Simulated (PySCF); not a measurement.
## Orbital levels and atomic charges: C18H26O

System: C18H26O (nanocrystal C surface).

Cartesian coordinates (Å):
```
  1 C     1.216   -0.495   -0.185
  2 C     1.169   -0.537   -1.742
  3 C     1.228   -1.971   -2.277
  4 C    -1.216   -0.495   -0.185
  5 C    -1.169   -0.537   -1.741
  6 C    -1.228   -1.971   -2.277
  7 C     0.000   -2.674   -0.182
  8 C     0.000   -2.704   -1.730
  9 C     0.000    0.362    1.909
 10 C     0.000    0.299    0.361
 11 C     1.220   -1.929    0.356
 12 C    -1.220   -1.929    0.356
 13 C     0.000    1.778   -0.114
 14 C     1.250    2.520    1.932
 15 C     1.232    2.529    0.399
 16 C    -1.250    2.519    1.933
 17 C    -1.233    2.529    0.400
 18 C     0.000    1.798    2.430
 19 O     0.000    0.069   -2.261
 20 H     2.144   -0.011    0.130
 21 H     1.988    0.060   -2.159
 22 H     1.176   -1.931   -3.368
 23 H     2.159   -2.466   -2.005
 24 H    -2.144   -0.012    0.131
 25 H    -1.989    0.059   -2.159
 26 H    -2.158   -2.466   -2.005
 27 H    -1.176   -1.931   -3.367
 28 H     0.000   -3.698    0.204
 29 H     0.000   -3.739   -2.087
 30 H     0.882   -0.138    2.313
 31 H    -0.880   -0.138    2.314
 32 H     2.147   -2.431    0.075
 33 H     1.181   -1.932    1.446
 34 H    -2.146   -2.432    0.076
 35 H    -1.181   -1.933    1.446
 36 H    -0.001    1.825   -1.202
 37 H     1.267    3.537    2.327
 38 H     2.137    2.007    2.308
 39 H     1.183    3.554    0.025
 40 H     2.144    2.092   -0.008
 41 H    -2.137    2.005    2.309
 42 H    -1.268    3.536    2.329
 43 H    -2.145    2.092   -0.007
 44 H    -1.184    3.554    0.026
 45 H     0.001    1.776    3.525
```

Method: wB97X-D/6-31G*, gas phase, PySCF, fitting set def2-universal-JFIT up to Ne and JKFIT beyond, grid level 1.

(1) Give the orbital energies near the gap.

(2) Give the partial charges of the non-hydrogen atoms.

Results:

(1) 
```tsv
orbital	eV
HOMO-4	-9.82
HOMO-3	-9.69
HOMO-2	-9.11
HOMO-1	-9.00
HOMO	-8.18
LUMO	3.65
LUMO+1	4.60
LUMO+2	4.92
LUMO+3	5.09
```

(2) 
| atom | Mulliken | IAO | Hirshfeld |
| --- | --- | --- | --- |
| C1 | -0.20 | -0.13 | -0.03 |
| C2 | 0.10 | 0.08 | 0.05 |
| C3 | -0.32 | -0.27 | -0.07 |
| C4 | -0.20 | -0.13 | -0.03 |
| C5 | 0.10 | 0.08 | 0.05 |
| C6 | -0.32 | -0.27 | -0.07 |
| C7 | -0.13 | -0.11 | -0.02 |
| C8 | -0.16 | -0.11 | -0.02 |
| C9 | -0.34 | -0.25 | -0.06 |
| C10 | 0.12 | 0.03 | 0.02 |
| C11 | -0.32 | -0.25 | -0.07 |
| C12 | -0.32 | -0.25 | -0.07 |
| C13 | -0.15 | -0.11 | -0.03 |
| C14 | -0.31 | -0.26 | -0.06 |
| C15 | -0.32 | -0.25 | -0.06 |
| C16 | -0.31 | -0.26 | -0.06 |
| C17 | -0.32 | -0.25 | -0.06 |
| C18 | -0.13 | -0.09 | -0.02 |
| O19 | -0.50 | -0.41 | -0.15 |
